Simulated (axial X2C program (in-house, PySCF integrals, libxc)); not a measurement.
**Low determinants of ZrN⁺ at the PBE0 level, 2c**

All values were computed with an axial X2C code built on PySCF integrals. Two-component (2c) means X2C with spin–orbit coupling and atomic mean-field two-electron Coulomb and Gaunt terms. Basis: Zr dyall-cv3z [11s12p9d6f3g], N dyall-av3z [7s7p3d2f] (cores contracted in-house); Gaussian nuclei, density fitting, unrestricted open shells. Masses: Zr 89.905 u, N 14.003 u.

Search at 1.636 Å (vertical energies from the lowest determinant):

| ΔE (eV) | state | electrons beyond evenly filled partner blocks | electrons in ±ω = 1/2, 3/2, 5/2, 7/2 |
| --- | --- | --- | --- |
| 0.00 | Ω = 0 | none | 32 12 2 0 |
| 2.01 | Ω = 1 | ω = -1/2, ω = 3/2 | 31 13 2 0 |
| 2.10 | Ω = 3 | ω = 1/2, ω = 5/2 | 31 12 3 0 |
| 2.11 | Ω = 2 | ω = 1/2, ω = 3/2 | 31 13 2 0 |
| 2.20 | Ω = 2 | ω = -1/2, ω = 5/2 | 31 12 3 0 |
| 2.36 | Ω = 1 | 2 × ω = 1/2 | 32 12 2 0 |
| 3.01 | Ω = 4 | ω = 3/2, ω = 5/2 | 32 11 3 0 |

Lowest determinant, Ω = 0 (closed shell): Re = 1.634 Å, ωe = 1133.8 cm⁻¹.

The determinant in row 2 of the search, Ω = 1 (⟨Sz⟩ = -1.00, ⟨Lz⟩ = 2.00 at PBE0), was followed along the bond at PBE0; measured from the minimum of the lowest determinant it gives:

Te = 1.816 eV (14643 cm⁻¹), Re = 1.725 Å, ωe = 986.8 cm⁻¹.

(1) Compare the bond of the determinant in row 2 with that of the lowest one.

The search compares states at one distance, so a state with another bond length can lie lower; it is not exhaustive and yields mostly the lowest determinant of each block pattern, so other components and higher states of one pattern are missing. These are energies of single determinants, not of spin-adapted states; PBE0 term energies can be off by some tenths of an eV, and the functional has no current term. Open-shell Ω = 0 determinants with evenly filled partner blocks cannot be reached by this program, so the Ω shown need not be the lowest component.

Results:

(1) At PBE0 its Re is 0.091 Å longer and its force constant, which goes as ωe², is 0.76 times that of the lowest determinant. T0 ≈ Te + Δωe/2 = 14643 + (-74) = 14569 cm⁻¹.
